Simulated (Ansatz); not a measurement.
Calculated with Ansatz (gas phase, PBE0-D4/def2-TZVP geometries, no zero-point term in ΔE). CCSD(T)/CBS adds triple-zeta CCSD(T) − MP2 to the extrapolated MP2 energy (def2 sets, frozen cores). DFT in def2-TZVPP. B3LYP here is the variant with VWN-RPA as its local correlation; programs differ in this. Elements past krypton have def2 core potentials. For Br, In outer-core shells are correlated without core-valence functions, which leaves a few kJ/mol of doubt a bond. Scalar relativity is left out up to krypton.

Reaction (substitution at a C–In bond): `F[CH2][InH2]` + HBr → `FCBr` + `[InH3]`

(1) Is it downhill or uphill in electronic energy at CCSD(T)/CBS, and by how much? (Best estimate.)

(2) What do these levels give: r2SCANh-D4, B3LYP, CAM-B3LYP, HF/def2-TZVPP, MP2/def2-TZVPP, CCSD(T)/def2-TZVPP? (An estimate is asked.)

Largest T1 diagnostic among the species: 0.014.

## Answers

(1) Ansatz gave: Uphill: ΔE = +4.4 kcal/mol.

(2) Computed: r2SCANh-D4 2.5, B3LYP 3.0, CAM-B3LYP 3.0, HF/def2-TZVPP 1.1, MP2/def2-TZVPP 3.9, CCSD(T)/def2-TZVPP 3.7 kcal/mol.

Leaving LDA and LC-ωPBE aside and taking each functional with its dispersion term where it has one, the values, not all of them listed here, spread over 2.2 kcal/mol, from B97M-V to B2PLYP. In def2-TZVPP, CCSD(T) changes the Hartree–Fock value by +2.6 kcal/mol (the triples alone add −0.0 kcal/mol) and MP2 by +2.8 kcal/mol.
